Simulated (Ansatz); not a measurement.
```
atom    x (Å)    y (Å)   z (Å)
   H   2.2500   0.0000  0.0000
   H   0.6953   2.1400  0.0000
   H  -1.8202   1.3225  0.0000
   H  -1.8202  -1.3225  0.0000
   H   0.6953  -2.1400  0.0000
```

Basis set: pcseg-2 (spherical functions). Charge 0, multiplicity 2.

Computed with Ansatz (development build ahead of 0.2.0); each method stands on the lowest determinant of its kind that the runs found.

The atomization energy at this shape (free ground-state atoms in the same class of orbitals less the molecule, no zero-point energy) of doublet H₅:

```
             method  atomization energy
PBE0 (unrestricted)       2.54 kcal/mol
 PBE (unrestricted)       3.19 kcal/mol
```

**Question.** What does UHF give?

**Answer.** 0.12 kcal/mol. Caution: the shape is not the minimum; the unrestricted determinant is a mixture of spin states.
